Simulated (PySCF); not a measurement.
The scaffold silaethenyl-X carries different groups X. All species are isolated molecules in the gas phase. One relaxed conformer stands for each flexible species; it need not be the lowest. Strings in code marks are SMILES.

The four lowest singlet excitations (Tamm–Dancoff). The numbers are results of PBE0-D3(BJ)/def2-TZVP (PySCF), not measurements. Excitations are Tamm–Dancoff values on a coarser integration grid. The basis has no diffuse functions, so Rydberg states are missing or too high.

```csv
state,energy (eV),wavelength (nm),oscillator strength
S1,5.31,233,0.046
S2,5.85,212,0.297
S3,6.20,200,0.052
S4,7.38,168,0.011
```

**Question.** Say which member gives these states.
A) `C=[SiH]F`
B) `C=[SiH][GeH3]`
C) `C=[SiH][AlH2]`
D) `C=[SiH]C#N`

**Answer.** A, `C=[SiH]F`
